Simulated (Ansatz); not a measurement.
The cluster Cu₃Cl₄⁻, relaxed as a singlet with RKS PBE-D4/def2-SVPD in Ansatz, starting from the GFN2-xTB geometry. Force threshold 0.02 eV/Å.

The structure comes from a short search, and lower isomers may exist.

Start:

```xyz
7

Cu    0.887   -2.237   -2.559
Cu    0.162    0.016    0.037
Cu   -0.951    2.229    2.545
Cl   -1.584    2.540    4.481
Cl    0.656   -1.921   -0.511
Cl   -0.308    1.959    0.582
Cl    1.137   -2.585   -4.575
```

Problem. Estimate the energy that the relaxation releases and the steps that it takes.

Solution. 16.1 kcal/mol, in 16 steps; 2.4 min on 4 threads of Intel Xeon on a shared host. The force fell under the threshold at step 14, but the optimiser went on. No frequencies were taken in this run, so the end may be a saddle point.

Problem. Does the start keep its bonding and symmetry?

Solution. By distances, no bond broke or formed, bridged metal pairs apart. The bond that changes most is Cu2–Cl6, from 2.07 to 2.21 Å (atoms count from 1). Metal–metal contacts that move far: Cu2–Cu3 3.53 to 2.56 Å, Cu1–Cu2 3.51 to 2.56 Å. Point group C2 at the start, C2 at the end, both within 0.05 Å.

Problem. Predict the relaxed structure.

Solution. 
```xyz
7

Cu    0.5383   -1.7687   -1.6466
Cu    0.5393    0.1036    0.1033
Cu   -0.7575    1.7265    1.6043
Cl   -1.7598    1.3194    3.4459
Cl    0.9660   -2.0231    0.5018
Cl    0.2893    2.2643   -0.2609
Cl    0.1845   -1.6220   -3.7478
```
Bond lengths (bridged metal pairs left out): 6 × Cl–Cu 2.14 to 2.21 Å.
